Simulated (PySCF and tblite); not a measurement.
The numbers below are computed, except where a source is named.
3 regioisomers of C8H7NO:

| isomer | SMILES |
| --- | --- |
| A | [CH3:1][O:2][c:3]1[cH:4][cH:5][cH:6][c:7]([C:8]#[N:9])[cH:10]1 |
| B | [CH3:1][O:2][c:3]1[cH:4][cH:5][c:6]([C:7]#[N:8])[cH:9][cH:10]1 |
| C | [CH3:1][O:2][c:3]1[cH:4][cH:5][cH:6][cH:7][c:8]1[C:9]#[N:10] |

Protocol: conformer search, at most 3 conformers an isomer, GFN2-xTB geometries, energies PBE0/pcSseg-1 (D3(BJ) added where defined), weights at 298.15 K with GFN2-xTB thermal terms. Programs: PySCF with density fitting and tblite.

Problem. Rank the isomers by free energy at 298.15 K.

Solution. 
| isomer | ΔG (kcal/mol) | ΔE, lowest conformer | conformers | largest weight % | rms dipole (D) |
| --- | --- | --- | --- | --- | --- |
| B | 0.0 | 0.0 | 1 | 100 | 5.88 |
| A | 0.6 | 1.0 | 2 | 66 | 4.89 |
| C | 1.1 | 1.2 | 1 | 100 | 5.62 |

The search found a single conformer for at least one isomer; other rotamers may be missing.
